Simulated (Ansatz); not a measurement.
Geometry optimisation of Li₁₂.

```yaml
crystal:
  periodic: [false, false, false]
  atoms:
    - {symbol: Li, position_ang: [-0.618910, -1.950750, 0.704690]}
    - {symbol: Li, position_ang: [-1.227440, -3.762490, -1.022590]}
    - {symbol: Li, position_ang: [1.303380, -3.253880, -0.596600]}
    - {symbol: Li, position_ang: [2.695710, 1.691760, 0.775620]}
    - {symbol: Li, position_ang: [1.147230, 3.755020, 1.257150]}
    - {symbol: Li, position_ang: [-1.324710, 3.161310, 0.739600]}
    - {symbol: Li, position_ang: [-1.778780, 0.673810, -0.072690]}
    - {symbol: Li, position_ang: [0.296270, 1.344410, 1.763630]}
    - {symbol: Li, position_ang: [0.601510, 2.165730, -0.719310]}
    - {symbol: Li, position_ang: [-0.191200, -1.537540, -1.858150]}
    - {symbol: Li, position_ang: [-2.672150, -1.619200, -0.934880]}
    - {symbol: Li, position_ang: [1.769090, -0.668170, -0.036470]}
basis:
  gaussian: {orbitals: def2-SVP}
hamiltonian: {xc: pbe0}
scf: {omitted_lower_state_checks: [starts]}
output: {orbitals: {seedname: orbitals}}
relax: {f_tol: 0.02, max_steps: 100}
```

```sh
$ ansatz run in.yaml --threads 4 --pin off --events-out ev --progress --plain --max-ram 3916MiB
```

It prints (some lines left out):

```
Functional definition: PBE0
mean field -2445.64224857 eV, -89.8756949190 hartree, gradient 2.5e-5 eV, S^2 0.000000; 0 other end points of the search recorded, 0 dependent functions left out
relax step   1: F+E_penalty+E_count = -2445.64224857 eV  Δ(F+E_penalty+E_count) = +0.000e0 eV  max|allowed force component| = 1.087e0 eV/Å  Δτ_max = 0.0000 Å  (37 SCF iters, accepted)
mean field -2446.80462407 eV, -89.9184114307 hartree, gradient 2.7e-5 eV, S^2 0.000000; 0 other end points of the search recorded, 0 dependent functions left out
relax step   2: F+E_penalty+E_count = -2446.80462407 eV  Δ(F+E_penalty+E_count) = -1.162e0 eV  max|allowed force component| = 5.644e-1 eV/Å  Δτ_max = 0.1950 Å  (38 SCF iters, accepted)
mean field -2447.17259719 eV, -89.9319341935 hartree, gradient 2.0e-5 eV, S^2 0.000000; 0 other end points of the search recorded, 0 dependent functions left out
relax step   3: F+E_penalty+E_count = -2447.17259719 eV  Δ(F+E_penalty+E_count) = -3.680e-1 eV  max|allowed force component| = 2.925e-1 eV/Å  Δτ_max = 0.1996 Å  (40 SCF iters, accepted)
mean field -2447.29667064 eV, -89.9364938088 hartree, gradient 1.4e-5 eV, S^2 0.000000; 0 other end points of the search recorded, 0 dependent functions left out
relax step   4: F+E_penalty+E_count = -2447.29667064 eV  Δ(F+E_penalty+E_count) = -1.241e-1 eV  max|allowed force component| = 1.044e-1 eV/Å  Δτ_max = 0.2000 Å  (39 SCF iters, accepted)
mean field -2447.31717602 eV, -89.9372473676 hartree, gradient 2.1e-5 eV, S^2 0.000000; 0 other end points of the search recorded, 0 dependent functions left out
relax step   5: F+E_penalty+E_count = -2447.31717602 eV  Δ(F+E_penalty+E_count) = -2.051e-2 eV  max|allowed force component| = 6.734e-2 eV/Å  Δτ_max = 0.1623 Å  (41 SCF iters, accepted)
mean field -2447.32546640 eV, -89.9375520335 hartree, gradient 1.3e-5 eV, S^2 0.000000; 0 other end points of the search recorded, 0 dependent functions left out
relax step   6: F+E_penalty+E_count = -2447.32546640 eV  Δ(F+E_penalty+E_count) = -8.290e-3 eV  max|allowed force component| = 1.274e-2 eV/Å  Δτ_max = 0.0711 Å  (39 SCF iters, accepted)
mean field -2447.32546640 eV, -89.9375520335 hartree, gradient 1.3e-5 eV, S^2 0.000000; 0 other end points of the search recorded, 0 dependent functions left out
Total energy: -2447.32551491 eV, -89.9375538163 hartree
Atom 0 at    -0.713023    -1.984568     0.952402 Å, force     0.001447    -0.001733    -0.005117 eV/Å
Atom 1 at    -1.256692    -3.992595    -1.224800 Å, force     0.001580     0.008421     0.003531 eV/Å
Atom 2 at     1.659660    -3.487724    -0.651070 Å, force    -0.006060    -0.002036    -0.002176 eV/Å
Atom 3 at     3.321963     1.820786     0.980863 Å, force    -0.002670     0.005247     0.001343 eV/Å
Atom 4 at     1.244019     3.992553     1.250459 Å, force    -0.001671    -0.008826    -0.002295 eV/Å
Atom 5 at    -1.674392     3.460253     0.707334 Å, force     0.006601     0.005160     0.001249 eV/Å
Atom 6 at    -1.642508     0.557257    -0.133061 Å, force     0.012651    -0.005240     0.000012 eV/Å
Atom 7 at     0.299229     1.219466     1.941856 Å, force     0.000042     0.001859    -0.003064 eV/Å
Atom 8 at     0.728416     2.028896    -0.958869 Å, force    -0.002569    -0.004333     0.003074 eV/Å
Atom 9 at    -0.300557    -1.252309    -1.976467 Å, force     0.001532     0.001350     0.004574 eV/Å
Atom 10 at    -3.328746    -1.819791    -0.942012 Å, force     0.001862    -0.007184    -0.001119 eV/Å
Atom 11 at     1.662633    -0.542214     0.053365 Å, force    -0.012744     0.007315    -0.000012 eV/Å
Dipole moment:    -0.001727    -0.001537     0.009055 e Å
Checks for a lower state left out: starts
```

Run time 20 s (4 threads of Arm Neoverse V2 on a shared host).

The restricted singlet is unstable towards broken spin symmetry at other levels; at PBE0/def2-SVP this wasn't settled. Another isomer (singlet) lies 0.53 eV lower at PBE0/def2-TZVP; other spin states weren't run for this one.
